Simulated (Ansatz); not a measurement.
# Worked example: ideal-gas entropy of HfHCl3O (SMILES Cl[Hf](Cl)(Cl)O)

A singlet with charge 0, relaxed at PBE0-D4/def2-TZVP (core potential) (Ansatz 0.2.0):

```xyz
6

Cl    0.8768   -0.1011   -2.3366
Hf   -0.0228   -0.3505   -0.1943
Cl   -2.2624   -0.9994   -0.3497
Cl    1.1860   -1.9651    0.9857
O     0.0841    1.2920    0.7171
H     0.1384    2.1240    1.1777
```

Harmonic wavenumbers in cm⁻¹: 97, 97, 104, 148, 148, 244, 244, 377, 386, 386, 739, 4004.

Masses in u: Cl 35.45, Hf 178.49, O 15.999, H 1.008. Take T = 298.15 K, p = 1 bar, R = 8.3145 J/(mol K), kT/hc = 207.22 cm⁻¹, rigid rotor and harmonic oscillator.

**Question.** Work out S° at 298 K.

**Answer.** 
1. Translation (Sackur–Tetrode): S = R[3/2 ln M + 5/2 ln T − 1.1517] with M = 301.847 gives 180.1 J/(mol K).
2. Rotation: principal moments 378.640, 378.682, 517.858 u Å² give A, B, C = 0.0445, 0.0445, 0.0326 cm⁻¹; the symmetry number is σ = 3; q = (√π/σ)√((kT/hc)³/ABC) = 219347; S = R(ln q + 3/2) = 114.7.
3. Vibration: with u = ν̃/207.22, each mode gives R[u/(eᵘ − 1) − ln(1 − e⁻ᵘ)]; the sum is 94.9, most from 97 cm⁻¹ (14.7), 97 cm⁻¹ (14.7), 104 cm⁻¹ (14.1).
4. Electronic: R ln 1 = 0.0, from the spin multiplicity alone.
5. Sum: 180.1 + 114.7 + 94.9 + 0.0 = 389.7 J/(mol K).

No measured value is set beside it here. Where a soft mode is a torsion, a harmonic oscillator describes it poorly.
